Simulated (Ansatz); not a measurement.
`COc1ccc(-c2cc3sc(-c4cc5sc(-c6cc7sc(-c8ccc(C(F)=C(F)F)cc8)cc7s6)cc5s4)cc3s2)cc1`. The state is a triplet with charge 0. Geometry PBE-D4/def2-SVP, that of the neutral singlet.

Cartesian coordinates in Å:
```
C 6.420 12.807 4.051
O 6.607 12.111 2.833
C 5.935 10.944 2.646
C 5.050 10.367 3.579
C 4.414 9.157 3.277
C 4.624 8.484 2.052
C 3.957 7.222 1.742
C 4.172 6.368 0.660
C 3.325 5.233 0.702
S 3.094 3.830 -0.302
C 1.827 3.214 0.769
C 1.159 1.971 0.474
C 0.172 1.329 1.228
C -0.252 0.126 0.618
S -1.411 -1.112 1.012
C -1.013 -2.018 -0.456
C -1.688 -3.255 -0.759
C -1.520 -4.066 -1.885
C -2.363 -5.201 -1.843
S -2.656 -6.557 -2.891
C -3.873 -7.217 -1.786
C -4.573 -8.451 -2.123
C -5.591 -8.972 -1.286
C -6.272 -10.143 -1.613
C -5.972 -10.859 -2.799
C -6.732 -12.071 -3.087
F -7.684 -12.406 -2.183
C -6.623 -12.917 -4.145
F -7.381 -13.989 -4.301
F -5.756 -12.772 -5.138
C -4.950 -10.349 -3.639
C -4.274 -9.178 -3.303
C -4.031 -6.408 -0.659
C -3.182 -5.277 -0.695
S -2.895 -3.916 0.353
C -0.024 -1.377 -1.208
C 0.398 -0.173 -0.600
S 1.555 1.067 -0.996
C 1.607 4.067 1.855
C 2.453 5.200 1.811
S 2.686 6.606 2.810
C 5.516 9.087 1.126
C 6.160 10.287 1.414
H 6.734 12.199 4.929
H 5.361 13.118 4.193
H 7.055 13.711 3.996
H 4.853 10.847 4.546
H 3.737 8.718 4.028
H 4.922 6.556 -0.118
H -0.213 1.724 2.176
H -0.820 -3.832 -2.697
H -5.861 -8.446 -0.359
H -7.059 -10.520 -0.946
H -4.682 -10.872 -4.565
H -3.486 -8.813 -3.981
H -4.734 -6.633 0.152
H 0.366 -1.776 -2.153
H 0.861 3.868 2.634
H 5.701 8.609 0.153
H 6.848 10.752 0.694
```

Single mean-field runs in def2-TZVP are fitted with def2-universal-jkfit. At PBE0-D4/def2-TZVP a singlet of charge 0 lies 1.63 eV below the triplet at the same geometry.

(1) Estimate the α-spin orbital energies around the gap (eV) in Ansatz with PBE-D4/def2-TZVP, PBE0-D4/def2-TZVP.

Answers

(1) 
```csv
orbital,PBE-D4/def2-TZVP,PBE0-D4/def2-TZVP
HOMO−5,-5.79,-6.88
HOMO−4,-5.71,-6.79
HOMO−3,-5.62,-6.71
HOMO−2,-5.13,-6.02
HOMO−1,-4.65,-5.49
HOMO,-3.09,-3.56
LUMO,-2.54,-2.08
LUMO+1,-2.04,-1.47
LUMO+2,-1.64,-0.95
LUMO+3,-1.61,-0.71
LUMO+4,-1.55,-0.64
LUMO+5,-1.45,-0.57
β HOMO,-4.98,-5.64
β LUMO,-4.36,-4.04
```
